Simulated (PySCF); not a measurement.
Compound: C5H14Si3.
Bonds: C1–C2 (double), C2–C3, C3–Si4, Si4–C5, C5–Si6, Si6–C7, C7–Si8, C3–Si8. Hydrogens: H9, H10 on C1; H11 on C2; H12 on C3; H13, H14 on Si4; H15, H16 on C5; H17, H18 on Si6; H19, H20 on C7; H21, H22 on Si8.

The closed-shell ground state was solved at several levels (PySCF, density fitting, gas phase, non-relativistic). The structure is a single PBE0-D3(BJ)/def2-SVP conformer in the gas phase; no vibrational or solvent corrections.

```csv
level,basis functions,HOMO (eV),LUMO (eV),gap (eV),dipole (D)
PBE0/pcSseg-1,227,-7.00,-0.12,6.88,0.73
B3LYP/def2-SVPD,284,-6.80,-0.43,6.37,0.75
```

**Question.** Estimate the row for B3LYP/pcSseg-1, a basis of 227 functions; the other rows only guide the guess.

**Answer.** HOMO -6.78 eV, LUMO -0.30 eV, gap 6.48 eV, dipole 0.72 D.

**Question.** Over all these levels, which gives the widest orbital gap and which the narrowest?

**Answer.** PBE0/pcSseg-1 (global hybrid, 25 % exact exchange) has the widest, 6.88 eV, and B3LYP/def2-SVPD (global hybrid, 20 % exact exchange) the narrowest, 6.37 eV. Functional and basis both differ between the two, so the spread mixes both effects.

**Question.** How far do the dipole and the HOMO energy spread over the levels?

**Answer.** The dipole runs from 0.72 to 0.75 D (mean 0.73 D) and the HOMO from -7.00 to -6.78 eV.
